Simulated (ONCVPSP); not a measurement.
# u(r) = r·R(r): atom against pseudo-atom (manganese)

Columns: radius, all-electron u(r) and pseudo u(r) of the 3p shell (level -62.83 eV) of manganese in the configuration [Ne] 3s2 3p6 3d5 4s1; PBE, scalar-relativistic, ONCV scheme, ONCVPSP 4.0.1.

```json
{"r (bohr)": "0.093", "all-electron": "-0.4767", "pseudo": "0.0454"}
{"r (bohr)": "0.185", "all-electron": "-0.5436", "pseudo": "0.1728"}
{"r (bohr)": "0.278", "all-electron": "-0.1757", "pseudo": "0.3633"}
{"r (bohr)": "0.370", "all-electron": "0.2874", "pseudo": "0.5781"}
{"r (bohr)": "0.463", "all-electron": "0.6801", "pseudo": "0.7859"}
{"r (bohr)": "0.555", "all-electron": "0.9431", "pseudo": "0.9562"}
{"r (bohr)": "0.648", "all-electron": "1.0866", "pseudo": "1.0741"}
{"r (bohr)": "0.740", "all-electron": "1.1330", "pseudo": "1.1251"}
{"r (bohr)": "0.833", "all-electron": "1.1124", "pseudo": "1.1110"}
{"r (bohr)": "0.925", "all-electron": "1.0504", "pseudo": "1.0502"}
{"r (bohr)": "1.018", "all-electron": "0.9641", "pseudo": "0.9640"}
{"r (bohr)": "1.110", "all-electron": "0.8686", "pseudo": "0.8684"}
{"r (bohr)": "1.203", "all-electron": "0.7701", "pseudo": "0.7700"}
{"r (bohr)": "1.295", "all-electron": "0.6762", "pseudo": "0.6761"}
{"r (bohr)": "1.388", "all-electron": "0.5878", "pseudo": "0.5877"}
{"r (bohr)": "1.480", "all-electron": "0.5083", "pseudo": "0.5082"}
{"r (bohr)": "1.573", "all-electron": "0.4364", "pseudo": "0.4364"}
{"r (bohr)": "1.665", "all-electron": "0.3736", "pseudo": "0.3736"}
{"r (bohr)": "1.758", "all-electron": "0.3182", "pseudo": "0.3182"}
{"r (bohr)": "1.850", "all-electron": "0.2706", "pseudo": "0.2706"}
{"r (bohr)": "1.943", "all-electron": "0.2292", "pseudo": "0.2292"}
{"r (bohr)": "2.035", "all-electron": "0.1940", "pseudo": "0.1940"}
{"r (bohr)": "2.128", "all-electron": "0.1636", "pseudo": "0.1636"}
{"r (bohr)": "2.220", "all-electron": "0.1380", "pseudo": "0.1380"}
{"r (bohr)": "2.313", "all-electron": "0.1160", "pseudo": "0.1160"}
{"r (bohr)": "2.405", "all-electron": "0.0976", "pseudo": "0.0976"}
```

**Question.** How many radial nodes do the two functions have?

**Answer.** The all-electron 3p function has n − l − 1 = 1; the pseudo-wave has 0, since the states of the same l below it are removed with the core.

**Question.** At about which radius was the pseudo-wave matched?

**Answer.** 0.95 bohr, where the columns begin to agree (steps of 0.09 bohr).

**Question.** Is the pseudo-wave norm-conserving?

**Answer.** Yes: the ONCV scheme keeps the norm inside the radius equal to the all-electron one, which fixes the energy derivative of the logarithmic derivative at the level.
